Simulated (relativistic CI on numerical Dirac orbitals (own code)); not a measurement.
## Ta⁺: calculation against measurement

Calculated at this level of theory: Dirac-Coulomb-Breit CI, orbitals from a KLI potential per configuration, QED by a radiative potential, valence Slater integrals scaled by 0.85, P86 correlation estimate, and configurations built on the next ion tied to the tabulated ionisation energy (semi-empirical) (own radial code, finite nucleus).

Configuration list (outside the closed core [Xe] 4f14): 5d3 6s, 5d2 6s2, 5d4, 5d3 6p, 5d3 6d, 5d3 7s, 5d3 5f, 5d3 6f, 5d 6s2 6p, 5d2 6s 6p, 5d 6s 6p2, 5d2 6s 5f, 5d2 6p2, 5d2 6s 5g, 5d2 6s 7p, 5d2 6s 7s, 5d 6s2 6d, 5d2 6s 6d, 5d3 7p, 5d2 6s 8s, 5d 6s2 5f, 5d2 6s 7d, 5d2 6s 8p, 5d 6s 6d2. Levels of other configurations are missing.

```csv
Configuration,Term (tabulated),J,Measured (cm⁻¹),Computed,Error,Purity (%)
5d3 6s,5F,1,0.0,0,0,96
5d3 6s,5F,2,1031.4,846,-185,96
5d3 6s,5F,3,2642.3,2103,-539,97
5d2 6s2,3F,2,3180.0,5081,1901,72
5d3 6s,5F,4,4415.8,3597,-819,97
5d3 6s,5F,5,6186.8,5196,-991,94
5d2 6s2,3F,3,6831.3,8305,1473,84
5d2 6s2,3F,4,9746.3,11070,1323,73
5d3 6s,3F,3,14581.1,15063,482,59
```

Measured levels from NIST Handbook of Basic Atomic Spectroscopic Data (Sansonetti and Martin, J. Phys. Chem. Ref. Data 34, 1559 (2005)); pairs were made by configuration, J and term (by order where the table uses no LS term), so strongly mixed levels may be paired wrongly.

Mean error by configuration (cm⁻¹): 5d3 6s -411; 5d2 6s2 1566. Over the excited levels the mean absolute error is 964 cm⁻¹ (8 of the 18 excited levels that our extract of the source holds in range could be paired, and the others can miss by more), and the median relative error of those above 1,000 cm⁻¹ is 18 %. Some levels of the ground configuration have no partner.
